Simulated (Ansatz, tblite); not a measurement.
Cost and result up the ladder for Cu(NH3)(SH) (CuSNH4) (7 atoms). Charge 0, multiplicity 1. Geometry: r2SCAN-D4/def2-TZVP.

Cartesian coordinates in Å:
```
Cu 0.564 -0.158 -0.325
N -0.759 0.587 0.887
H -0.339 1.279 1.503
H -1.177 -0.129 1.476
H -1.514 1.047 0.384
S 2.041 -0.931 -1.609
H 1.185 -1.695 -2.316
```

Ansatz on 4 threads of Arm Neoverse N1 on a shared host; xTB runs through tblite on one thread. Times are rough, summed over both states, and most runs start from the orbitals of an earlier one. PBE0-D4/def2-TZVP serves as the yardstick here, not as an exact answer. The other state is a doublet.

The xTB rows come from tblite.

Raw xTB energies of ions are shifted by several eV.

```tsv
level	functions	wall time	vertical IE (eV)	difference from PBE0-D4/def2-TZVP (eV)
GFN1-xTB	30	0.012 s	13.15	5.57
GFN2-xTB	26	0.012 s	12.31	4.72
PBE-D4/def2-TZVP (with forces)	137	5.1 s	7.51	-0.07
PBE0-D4/def2-TZVP	137	6.6 s	7.58	0.00
r2SCAN-D4/def2-TZVP	137	11 s	7.49	-0.09
```
